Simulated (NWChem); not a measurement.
System: C₂HCl₂F; SMILES C(F)=C(Cl)Cl

NWChem input:

```
start job
memory heap 200 mb stack 900 mb global 1100 mb
geometry units angstroms
  F      0.878040     2.115771     0.000000
  C      1.119644     0.818475     0.000000
  C      0.135343    -0.086205     0.000000
  Cl    -1.516579     0.367351     0.000000
  Cl     0.490166    -1.767518     0.000000
  H      2.176167     0.541893     0.000000
end
basis spherical
  * library 3-21g
end
dft
  xc hfexch
  iterations 150
end
driver
  maxiter 120
end
task dft optimize
task dft freq
```

The level has its own optimisation; frequencies are unscaled.

**Question.** Predict the main results of this run. (Hartree-Fock/3-21G.) Quantities: r C–F (Å); r C–C (Å); r C–H (Å); highest harmonic frequency (cm⁻¹); lowest (cm⁻¹); zero-point energy (kcal/mol); dipole (D).

**Answer.** The r C–F (Å) comes out as 1.349, the r C–C (Å) is 1.299 and the r C–H (Å) comes out as 1.066. The highest harmonic frequency (cm⁻¹) is 3456 and the lowest (cm⁻¹) is 209. The zero-point energy (kcal/mol) comes out as 18.0 and the dipole (D) is 1.96.
